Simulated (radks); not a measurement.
Pm36+, configuration [Ar] 3d7.

All-electron calculation, non-relativistic Kohn-Sham, PBE, spin-polarised, spherical densities, point nucleus; open shells are filled with parallel spins first (spin-orbit coupling, left out, can overturn this in heavy ions); relativity is left out, which matters for an element this heavy. Program: a radial shooting solver on a logarithmic mesh with Libxc functionals.

Energy parts (hartree):
total: -8795.7691
kinetic: 8794.4524
electron-nucleus: -19185.2706
Hartree: 1758.2060
exchange-correlation: -163.1570

Orbitals (lengths in bohr, moments of r in powers of bohr; r(90%) holds 90 % of the orbital's charge):
orbital  occ.  eigenvalue (hartree)      <r^2>  r(90%)
1s up       1             -1625.102  0.0008274  0.0442
1s down     1             -1625.098  0.0008274  0.0442
2s up       1             -305.4393    0.01311   0.162
2s down     1             -305.0147    0.01310   0.162
2p up       3             -293.1930   0.009768   0.145
2p down     3             -292.8866   0.009749   0.145
3s up       1             -106.7362    0.07976   0.385
3s down     1             -106.3438    0.08002   0.385
3p up       3             -101.6084    0.07398   0.376
3p down     3             -101.1849    0.07427   0.376
3d up       5             -92.54485    0.05763   0.342
3d down     2             -92.00337    0.05796   0.344

The highest occupied level is 3d down at -2503.5 eV. The electron density at the nucleus is 1.609e+05 e/bohr^3. The density falls to 0.001 e/bohr^3 at r = 0.80 bohr. Spin moment in Bohr magnetons: 3. Summed over all electrons, <r^2> = 1.095 bohr^2, which gives a Langevin (diamagnetic) susceptibility term of -0.867 x 10^-6 cm^3/mol. Virial ratio -V/T = 2.00015. The spin density at the nucleus is -5.45 e/bohr^3 (1s -0.87, 2s -14.86, 3s 10.28). For comparison, the ionisation energy in NIST's Atomic Spectra Database is 2549 eV (theoretical). In exact Kohn-Sham theory the highest level is minus the ionisation energy, but local and semilocal functionals leave it too shallow, through self-interaction and a potential that decays too fast; potentials with the right tail come closer.
